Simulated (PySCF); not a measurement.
A structure optimised at PBE0-D3(BJ)/def2-SVP, used in a PySCF frequency run:

```xyz
11

Nb     0.1560    -0.2238    -0.1561
O      1.5078     1.0809    -0.2848
H      1.7673     1.9942    -0.1505
O      1.2631    -1.4881     0.7112
H      2.2038    -1.3427     0.8623
O     -0.0225    -0.4258    -2.0293
H     -0.7551    -0.9154    -2.4206
O     -1.4536    -1.1302     0.2214
H     -2.2938    -1.0281     0.6772
S     -1.0913     1.4792     1.0871
H     -0.2161     2.5061     1.0899
```

### Question
Write its SMILES and formula.

### Answer
[OH][Nb]([OH])([OH])([OH])[SH], H₅NbO₄S

### Question
What are its rotational constants (standard atomic weights)?

### Answer
2.3160, 1.6134, 1.4424 GHz
